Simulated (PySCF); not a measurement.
## UHF on Xe²⁺ (xenon, charge +2)

Configuration: [Kr] 4d10 5s1 5p5, high-spin 3P determinant (an excited configuration). Calculation: PySCF 2.14, in def2-TZVPPD with the def2 core potential (28 electrons); a scalar-relativistic core potential.

| Item | Value |
| --- | --- |
| Total energy | -326.625171 hartree |
| One-electron energy | -550.3515 hartree |
| Hartree (Coulomb) energy | 245.7148 hartree |
| Exchange energy | -21.9884 hartree |
| ⟨S²⟩ | 2.0093 |
| ⟨L²⟩ | 2.020 |
| Sum of ⟨r⟩ | 27.18 bohr |
| Sum of ⟨r²⟩ | 42.39 bohr² |
| Traceless quadrupole moment −½Σ⟨3z² − r²⟩ along its main axis | 1.82 e·bohr² |

```csv
shell,electrons,mean orbital energy (hartree),spread (hartree),"rms radius, mean of both spins (bohr)"
4s α,1,-9.25332,0,0.768
4s β,1,-9.21394,0,0.768
4p α,3,-6.98466,0.02541,0.819
4p β,3,-6.95860,0.00222,0.819
4d α,5,-3.51019,0.02696,0.931
4d β,5,-3.48819,0.01359,0.931
5s α,1,-1.83096,0,1.91
5p α,3,-1.21888,0.06279,2.23
5p β,2,-1.06114,0,2.23
```

Energies and moments cover only the electrons outside the core potential.
